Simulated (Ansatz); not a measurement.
Two structures of BH₄SBr, singlet, reached by relaxing down either side of one saddle point (PBE0-D4/def2-TZVP). Energies are electronic, without zero-point energy. Program: Ansatz 0.2.0. Basis: def2-TZVPP and def2-QZVPP. Cores are frozen in the correlated methods. Filled d shells of the heavier atoms are correlated. The def2 sets are not built for correlating such inner shells, so the correlated values are less sure here. Extrapolation: Hartree–Fock as exp(−7.88 √X), correlation as X^−2.97. First:

B1  (-0.605, -0.497, -0.314)
Br2  (0.014, 0.257, -2.054)
H3  (-0.364, -1.665, -0.186)
H4  (-1.708, -0.143, -0.004)
H5  (1.728, 0.148, 0.624)
S6  (0.492, 0.299, 1.137)
H7  (0.443, 1.601, 0.798)
(Å)

Second:

| atom | x (Å) | y (Å) | z (Å) |
| --- | --- | --- | --- |
| B1 | -0.9764 | -0.6552 | 0.6082 |
| Br2 | 1.8346 | 0.6190 | -2.6006 |
| H3 | -0.8981 | -1.8172 | 0.3618 |
| H4 | -1.9942 | -0.0435 | 0.5467 |
| H5 | 1.4003 | 0.3816 | -1.2579 |
| S6 | 0.5393 | 0.1287 | 1.0874 |
| H7 | 0.0945 | 1.3866 | 1.2544 |

(1) Which bonds change from the first to the second?

(2) Give the saddle point's structure and its height above each. (An estimate is asked for; the value comes from the calculation.)

No T1 diagnostic of these runs exceeds 0.011.

## Answers

(1) BH₂Br ([BH2][Br]) + H₂S → BH₃S ([BH2][SH]) + HBr; bonds formed: Br2–H5; dative contacts that become bonds: B1–S6; bonds broken: B1–Br2, H5–S6.

(2) Computed: 20.55 kcal/mol above the first and 14.37 kcal/mol above the second (CCSD(T) at an estimated basis limit (MP2 extrapolated from triple and quadruple zeta, plus CCSD(T) − MP2 in triple zeta)).
```csv
atom,x (Å),y (Å),z (Å)
B1,-0.5952,-0.5052,0.0001
Br2,0.6294,0.1226,-1.9064
H3,-0.5208,-1.6890,-0.0827
H4,-1.6113,0.0965,-0.1278
H5,1.1942,0.3430,-0.4151
S6,0.6654,0.1791,1.2537
H7,0.2383,1.4529,1.2782
```

Labels in which every atom is bracketed show which atoms are joined, not bond orders.

For scale, one of the runs: CCSD(T)/def2-TZVPP, 177 basis functions (an equivalent command: `ansatz run in.yaml --threads 2`). Time: 31 s of wall clock on 2 CPU threads; the host was shared. Peak host memory: 1.7 GiB.
